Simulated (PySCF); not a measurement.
Species: 2-vinylnaphthalene, C₁₂H₁₀.
SMILES: `C=Cc1ccc2ccccc2c1`

Torsions of this conformer, `[CH2:1]=[CH:2][c:3]1[cH:4][cH:5][c:6]2[cH:7][cH:8][cH:9][cH:10][c:11]2[cH:12]1`: C1–C2–C3–C4 5°.

The closed-shell ground state was solved at several levels (PySCF, density fitting, gas phase, non-relativistic). The structure is a single PBE0-D3(BJ)/def2-SVP conformer in the gas phase; no vibrational or solvent corrections.

```tsv
level	basis functions	total energy (Eh)	HOMO (eV)	LUMO (eV)	gap (eV)	dipole (D)
PBE0/pcSseg-1	254	-462.6747	-6.26	-1.44	4.82	0.20
B3LYP/pcJ-1	424	-463.3116	-6.03	-1.56	4.47	0.24
CAM-B3LYP/def2-SVPD	320	-462.7039	-7.31	-0.42	6.89	0.23
```

(1) What might KT3/pcSseg-1 (254 basis functions) give for the same quantities?

(2) Over all these levels, which gives the widest orbital gap and which the narrowest?

(3) How far do the dipole and the HOMO energy spread over the levels?

Results:

(1) Total energy -470.9397 Eh, HOMO -5.37 eV, LUMO -2.15 eV, gap 3.22 eV, dipole 0.22 D.

(2) CAM-B3LYP/def2-SVPD (range-separated hybrid) has the widest, 6.89 eV, and KT3/pcSseg-1 (GGA) the narrowest, 3.22 eV. Functional and basis both differ between the two, so the spread mixes both effects.

(3) The dipole runs from 0.20 to 0.24 D (mean 0.22 D) and the HOMO from -7.31 to -5.37 eV.
